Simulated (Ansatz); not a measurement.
`P[PH][GaH2]` and `PP` differ in one atom or group.

Ansatz, PBE0-D4/def2-TZVP geometries, multiplicity 1. Each molecule was computed in one conformer, which needn't be the lowest.

Scalar relativity is left out up to krypton.

| property | `P[PH][GaH2]` |
| --- | --- |
| HOMO–LUMO gap (PBE/def2-TZVPP) / eV | 4.01 |
| LUMO energy (ωB97M-V/def2-TZVPP) / eV | 0.75 |
| LUMO energy (B3LYP/def2-TZVPP) / eV | -1.17 |
| size of the dipole moment (PBE/def2-TZVPP) / D | 1.31 |
| HOMO energy (B3LYP/def2-TZVPP) / eV | -6.53 |
| LUMO energy (PBE0/def2-TZVPP) / eV | -0.94 |

**Question.** Give the same properties after the change, and the shifts. (Best estimate.)

**Answer.** Ansatz gave: 
| property | `PP` | shift |
| --- | --- | --- |
| HOMO–LUMO gap (PBE/def2-TZVPP) / eV | 4.78 | 0.77 |
| LUMO energy (ωB97M-V/def2-TZVPP) / eV | 1.66 | 0.91 |
| LUMO energy (B3LYP/def2-TZVPP) / eV | -0.40 | 0.77 |
| size of the dipole moment (PBE/def2-TZVPP) / D | 0.00 | -1.31 |
| HOMO energy (B3LYP/def2-TZVPP) / eV | -6.69 | -0.16 |
| LUMO energy (PBE0/def2-TZVPP) / eV | -0.18 | 0.76 |

With PBE0 the HOMO falls by 0.15 eV and the LUMO rises by 0.76 eV, so the gap widens by about 0.91 eV. PBE moves the HOMO by -0.08 eV and ωB97M-V by -0.22 eV. The zero-point energy changes by -16.6 kJ/mol with -6 modes.

B3LYP here is the variant with VWN-RPA as its local correlation; programs differ in this.
